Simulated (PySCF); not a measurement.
**How methods differ on the ionisation energy of Er⁺**

Er⁺ [Xe] 4f12 6s1 (high-spin determinant) → Er²⁺ [Xe] 4f12 (high-spin determinant), as a difference of total energies. All numbers are calculated (PySCF 2.14, scalar relativity by spin-free X2C-1e, in x2c-TZVPPall (11s7p7d4f2g, 113 functions)). Correlated levels: valence: [Kr] 4d10 frozen; valence and next inner shell: [Ar] 3d10 frozen. The calculations carry no spin-orbit coupling.

```tsv
method	ionisation energy (eV)
UHF	11.034
LDA	12.275
r2SCAN	11.786
MP2 (valence)	11.919
SCS-MP2 (valence)	11.746
MP2 (valence and next inner shell)	11.957
SCS-MP2 (valence and next inner shell)	11.779
```

Task: Estimate what PBE gives.

Result: 12.079 eV, closest to MP2 (valence and next inner shell) among the rows shown.

Task: Estimate what PBE0 gives.

Result: 11.869 eV, closest to MP2 (valence) among the rows shown.

Errors of the correlated levels include the incompleteness of this basis and the frozen core.

The determinant of Er²⁺ and of Er⁺ mixes LS terms, which raises its energy above the lowest term, most at the Hartree-Fock and MP2 levels.

For comparison: 11.916 ± 0.02 eV (semi-empirical (NIST evaluation); NIST Atomic Spectra Database, ionization energies).
